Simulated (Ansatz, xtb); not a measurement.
**GeH4NO+: which of two isomers lies lower**

Structure X: `[NH2+]=[Ge-][OH2+]`, a singlet. Structure Y: `[NH2+]=[GeH][OH]`, a singlet. Both are isolated ions in the gas phase, relaxed with PBE0-D3(BJ)/def2-SVP; the shapes shown needn't be the lowest conformers.

X (Å):

```xyz
7

Ge    0.6156    0.1174   -1.0388
N     0.2778   -1.2952   -0.0065
O    -0.9010   -0.4346   -2.3608
H    -1.5109   -1.1898   -2.3371
H    -1.0967    0.0961   -3.1496
H    -0.4121   -2.0381   -0.1037
H     0.8364   -1.4374    0.8363
```

Y (Å):

```xyz
7

Ge    0.3447   -0.1924   -0.1895
N     0.2699    0.8247    1.2055
O    -0.2693   -1.7516    0.1372
H     0.5894    1.7906    1.2095
H     0.8902    0.2572   -1.5299
H    -0.1029    0.4927    2.0941
H    -0.2848   -2.4216   -0.5631
```

Energies in hartree; the thermal terms are from PBE0-D3(BJ)/def2-SVP harmonic frequencies (ideal gas, rigid rotor, one conformer each, 298.15 K, 1 atm) and include the zero-point energy:

```
                                X            Y
E, CCSD(T)/def2-TZVP  −2207.572872  −2207.554403
   zero-point energy      0.050000      0.047948
        H(298 K) − E      0.056731      0.053677
        G(298 K) − E      0.021117      0.020555
```

Task: Work out ΔE, ΔE₀, ΔH and ΔG for X → Y in kcal/mol (1 Eh = 627.51 kcal/mol) and the equilibrium ratio [Y]/[X].

Result: 1. ΔE = −2207.554403 − (−2207.572872) = +0.018469 Eh = +11.59 kcal/mol.
2. ΔE₀ = ΔE + ΔZPE = +0.018469 + (−0.002052) Eh = +10.30 kcal/mol.
3. ΔH = ΔE + (−0.003054) Eh = +9.67 kcal/mol.
4. ΔG = ΔE + (−0.000562) Eh = +11.24 kcal/mol, so ΔS = (ΔH − ΔG)/T = −21.9 J/(mol K).
5. kT = 0.9442 mEh, so K = [Y]/[X] = exp(−ΔG/kT) = exp(−18.97) ≈ 5.8 × 10^−9.

Structure X is favoured at this temperature. An error of 1 kcal/mol in ΔG would change K by a factor of 5.4. Mirror images and further conformers aren't counted.

As drawn, Y has 1 Ge–H in place of 1 O–H.

Other levels gave ΔE = +35.6 (GFN2-xTB); +3.4 (HF/STO-3G, GFN2-xTB geometries); +15.9 (r2SCAN-D4/def2-SVP, GFN2-xTB geometries); +17.2 (PBE0-D3(BJ)/def2-SVP); +12.3 (HF/def2-TZVP); +10.0 (MP2/def2-TZVP) kcal/mol. The correlated steps freeze 11 core orbitals; the filled d shell of Ge is correlated, in a basis made for valence electrons. Programs: Ansatz 0.2.0, xtb 6.7.1.
